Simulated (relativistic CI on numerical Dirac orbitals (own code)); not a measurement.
# Radial parameters of Ir30+

Method of calculation: Dirac-Coulomb-Breit CI, separate exchange-only KLI orbitals for each configuration, a model potential for QED, unscaled Slater integrals (own radial code, finite nucleus).

Slater integrals F^k, G^k are unscaled and averaged over j, outside the closed core [Ar] 3d10; ζ comes from projecting the Hamiltonian with its Breit term on Σ l·s of the shell.

- 4s2.4p6.4d10.4f: ζ(4f) = 11101 cm⁻¹; <r>(4f) = 0.4056, <r^2>(4f) = 0.188 (bohr units).
- 4s2.4p6.4d9.4f2: ζ(4d) = 63778, F^2(4f,4f) = 258950, F^4(4f,4f) = 169040, F^6(4f,4f) = 123690, F^2(4d,4f) = 236730, F^4(4d,4f) = 154240, G^1(4d,4f) = 250380, G^3(4d,4f) = 170430, G^5(4d,4f) = 124560, ζ(4f) = 10996 cm⁻¹; <r>(4d) = 0.4245, <r^2>(4d) = 0.2062, <r>(4f) = 0.4062, <r^2>(4f) = 0.1886 (bohr units).
- 4s2.4p6.4d10.5p: ζ(5p) = 191800 cm⁻¹; <r>(5p) = 0.7652, <r^2>(5p) = 0.6552 (bohr units).

Averages of the first 10 configurations, taken without configuration mixing, which lowers the lowest level and can move excited configurations by several eV; other configurations of the list can lie among them:

```
    Configuration  Parity  States  Average energy above the lowest level (eV)
  4s2.4p6.4d10.4f     odd      14                                         3.5
  4s2.4p6.4d9.4f2    even     910                                       232.5
  4s2.4p6.4d10.5s    even       2                                       184.4
  4s2.4p6.4d10.5p     odd       6                                       256.8
 4s2.4p5.4d10.4f2     odd     546                                       469.2
  4s2.4p6.4d10.5d    even      10                                       350.8
  4s.4p6.4d10.4f2    even     182                                       651.4
4s2.4p6.4d9.4f.5s     odd     280                                       411.1
 4s2.4p4.4d10.4f3     odd    5460                                       935.4
  4s2.4p6.4d9.5s2    even      10                                       601.5
```
